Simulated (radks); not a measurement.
Valence configurations of Hf I (all share [Xe]). All-electron calculation, scalar-relativistic Kohn-Sham, r2SCAN, spin-polarised, spherical densities, finite nucleus; open shells are filled with parallel spins first (spin-orbit coupling, left out, can overturn this in heavy ions); meta-GGA in the generalised Kohn-Sham scheme; Fermi nuclear charge, rms radius 5.347 fm. Program: a radial shooting solver on a logarithmic mesh with Libxc functionals. Energies are relative to 4f14 5d2 6s2; eigenvalues in eV for spin up.

valence,E (eV),moment (Bohr magnetons),e(4f),e(5d),e(6p),e(6s)
4f14 5d2 6s2,0.000,2,-17.008,-3.177,-,-5.601
4f14 5d3 6s1,0.812,4,-15.111,-2.512,-,-5.541
4f14 5d1.5 6s2 6p0.5,0.976,2,-18.784,-4.232,-2.073,-6.366
4f14 5d2 6s1.5 6p0.5,1.413,3,-17.714,-3.857,-2.060,-6.355
4f14 5d1 6s2 6p1,2.171,2,-20.603,-5.276,-2.652,-7.112
4f14 5d2 6s1 6p1,2.282,4,-18.236,-4.405,-2.498,-6.894
4f14 5d1 6s1 6p2,4.705,4,-21.676,-6.390,-3.426,-8.218
4f13.5 5d2 6s2 6p0.5,8.886,3,-22.994,-5.035,-2.094,-6.620
4f14 5d1 6p3,9.481,4,-23.062,-7.322,-3.941,-
4f13 5d2 6s2 6p1,20.202,4,-29.326,-7.033,-2.730,-7.644

NIST lists [Xe] 4f14 5d2 6s2 as the ground configuration; this level of theory agrees among the configurations tried. The energies are those of spherical high-spin densities, not of single terms.
